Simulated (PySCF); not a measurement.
A species of formula GeH9NSi2 has this rotational fingerprint, computed with PySCF, PBE0-D3(BJ)/def2-SVP geometry optimisation, gas phase:

| Item | Value |
| --- | --- |
| Rotational constants | A = 4222, B = 1194, C = 965.4 MHz |
| Dipole components | \|μa\| = 1.16 D, \|μb\| = 0.56 D, \|μc\| = 0.09 D |
| Inertial defect | -19.38 u·Å² |
| κ | -0.86 |

Problem. Which candidate fits, each taken in the one conformer that was computed?
A. `[SiH3][N]([GeH3])[SiH3]`
B. `[SiH3:1][SiH2:2][NH:3][GeH3:4]` with Si1–Si2–N3–Ge4 -19°

Solution. B. It is [SiH3][SiH2][NH][GeH3], an asymmetric top, point group C1. The candidates at the same level (rigid rotor, commonest isotopes):

```csv
SMILES,A (MHz),B (MHz),C (MHz),μa (D),μb (D),μc (D),Δ (u·Å²),point group,rotor
[SiH3][N]([SiH3])[GeH3],3013,1798,1174,0.72,0.00,0.10,-18.30,Cs,asymmetric top
[SiH3][SiH2][NH][GeH3],4222,1194,965.4,1.16,0.56,0.09,-19.38,C1,asymmetric top
```

`[SiH3][N]([SiH3])[GeH3]` has B 51 % too high. No structure here is proved a minimum.
